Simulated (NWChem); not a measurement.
Species: C2H6Ge; SMILES C=[CH][GeH3]

### Question
Give the equilibrium geometry at PBE-D3(BJ)/def2-SVP (NWChem) as an XYZ file, with the point group.

### Answer
point group Cs; any orientation.
```
9

Ge    -0.0224    -0.7261     0.0000
C      0.5406     1.1421     0.0000
C     -0.3223     2.1748     0.0000
H      0.5211    -1.4613    -1.2546
H     -1.5719    -0.7767     0.0000
H      0.5211    -1.4613     1.2546
H      1.6261     1.3512     0.0000
H      0.0229     3.2237     0.0000
H     -1.4158     2.0228     0.0000
```
